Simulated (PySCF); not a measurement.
Partial charges of `C#C[C@@H]1C(=O)N[SiH2][C@@H]1C`

Compound: C₆H₉NOSi.
Cartesian coordinates in Å at the GFN2-xTB level; atoms count from 1:
```
atom  x, y, z in Å
C1     2.1159    0.0414    1.6970
C2     1.5498   -0.0569    0.6467
C3     0.8538   -0.1186   -0.6243
C4     0.7708    1.3341   -1.0920
O5     1.6259    1.9148   -1.7115
N6    -0.3960    1.9023   -0.6742
Si7   -1.5608    0.8528    0.0778
C8    -0.5728   -0.6779   -0.4799
C9    -0.6407   -1.9149    0.4055
H10    2.6264    0.1046    2.6111
H11    1.4600   -0.6968   -1.3293
H12   -0.4945    2.8850   -0.8780
H13   -2.8552    1.0125   -0.5794
H14   -1.6084    1.0680    1.5227
H15   -0.9078   -0.9634   -1.4838
H16   -0.0026   -2.7063    0.0138
H17   -1.6613   -2.2895    0.4505
H18   -0.3113   -1.6849    1.4157
```

Density: PBE0/pcSseg-1 (PySCF); schemes: Mulliken, IAO, Hirshfeld and ESP-fitted. The structure is a single GFN2-xTB conformer in the gas phase; no vibrational or solvent corrections.

Problem. Give the atomic charges in each scheme.

Solution. In e:

```tsv
atom	environment	Mulliken	IAO	Hirshfeld	ESP-fitted
C1	terminal alkyne carbon	-0.393	-0.239	-0.105	-0.452
C2	alkyne carbon	+0.302	-0.029	-0.030	+0.079
C3	sp3 carbon next to a carbonyl	-0.233	-0.174	-0.021	-0.185
C4	amide carbonyl carbon	+0.473	+0.452	+0.177	+0.568
O5	amide oxygen	-0.395	-0.476	-0.288	-0.518
N6	amide nitrogen	-0.591	-0.622	-0.204	-0.676
Si7	SiH2 silicon	+0.817	+0.881	+0.389	+0.562
C8	sp3 carbon bound to silicon	-0.546	-0.367	-0.101	+0.055
C9	methyl carbon	-0.191	-0.416	-0.122	-0.464
H10	alkyne hydrogen	+0.042	+0.203	+0.094	+0.311
H11	methine hydrogen	+0.170	+0.181	+0.063	+0.145
H12	amide N–H hydrogen	+0.198	+0.283	+0.135	+0.374
H13	Si–H hydrogen	-0.089	-0.126	-0.073	-0.126
H14	Si–H hydrogen	-0.083	-0.130	-0.074	-0.096
H15	methine hydrogen	+0.155	+0.148	+0.044	+0.045
H16	methyl hydrogen	+0.120	+0.142	+0.042	+0.138
H17	methyl hydrogen	+0.117	+0.140	+0.042	+0.120
H18	methyl hydrogen	+0.128	+0.148	+0.034	+0.121
```

Mean size of the charges over all atoms: IAO 0.287 e, Mulliken 0.280 e, ESP-fitted 0.280 e, Hirshfeld 0.113 e. Each set sums to the total charge, 0, to within 0.001 e. The IAO scheme projects the occupied orbitals on a minimal set of polarised atomic orbitals and counts the electrons in each atom's part of it.

Lowest charge. The schemes don't all agree: Mulliken N6 (-0.591); IAO N6 (-0.622); Hirshfeld O5 (-0.288); ESP-fitted N6 (-0.676).

Highest charge. The schemes don't all agree: Mulliken Si7 (+0.817); IAO Si7 (+0.881); Hirshfeld Si7 (+0.389); ESP-fitted C4 (+0.568).

Problem. Sum the charges by element, for elements with more than one atom.

Solution. 
```
element  atoms  Mulliken     IAO  Hirshfeld  ESP-fitted
      C      6    -0.590  -0.774     -0.202      -0.401
      H      9    +0.758  +0.990     +0.306      +1.033
```

Problem. How closely do the schemes follow one another over all atoms?

Solution. Correlation coefficient and root-mean-square difference: IAO with Hirshfeld 0.97, 0.214 e; Mulliken with IAO 0.94, 0.122 e; IAO with ESP-fitted 0.91, 0.147 e; Hirshfeld with ESP-fitted 0.90, 0.223 e; Mulliken with Hirshfeld 0.89, 0.227 e; Mulliken with ESP-fitted 0.84, 0.198 e.

Problem. How many electrons does the Mulliken scheme count on C3?

Solution. Z − q = 6 − (-0.233) = 6.233.
